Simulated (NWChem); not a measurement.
Molecule: GaH$_{3}$; SMILES [GaH3]

Computed with NWChem. Coordinates come from a PBE-D3(BJ)/def2-SVP optimisation. Static field.

Question: Order these by “anisotropy (bohr³)”, lowest first: B3LYP/aug-cc-pVDZ; PBE/aug-cc-pVDZ; LDA (Slater exchange, VWN5)/aug-cc-pVDZ; BHandHLYP/aug-cc-pVDZ.

Answer: BHandHLYP/aug-cc-pVDZ (10.5), B3LYP/aug-cc-pVDZ (11.7), PBE/aug-cc-pVDZ (12.2), LDA (Slater exchange, VWN5)/aug-cc-pVDZ (13.1)
